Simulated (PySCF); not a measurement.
C2H7O2Sb, SMILES C[O][SbH][O]C.

Coordinates come from a PBE-D3(BJ)/def2-SVP optimisation. The structure was generated by enumeration; whether it is a known compound was not checked. The def2 effective core potentials stand for the cores of Sb; spin–orbit coupling is left out. The values are those of a single conformer.

Two levels are set side by side: TDA-PBE/def2-SVPD (PySCF) and TDA-PBE0/def2-SVPD (PySCF). Vertical, same geometry. The lowest singlet is HOMO→LUMO 55 %, HOMO−1→LUMO 36 % with PBE and HOMO→LUMO 64 %, HOMO−2→LUMO 19 % with the other functional; states are paired by order. Differences are taken from unrounded values.

```
quantity                               TDA-PBE0  TDA-PBE  TDA-PBE minus TDA-PBE0
-------------------------------------  --------  -------  ----------------------
lowest singlet excitation (eV)             5.16     4.47                   -0.68
lowest triplet excitation (TDA) (eV)       4.24     3.99                   -0.25
first bright state (f over 0.05) (eV)      6.09     5.45                   -0.65
its oscillator strength                    0.12     0.12                    0.01
```

A lower first singlet is the usual sign of a functional without exact exchange. Differences between two approximate levels are no errors against the true value.

Rough cost on one machine, each run with all the roots and properties that it gave: TDA-PBE0 against TDA-PBE about 2 times.
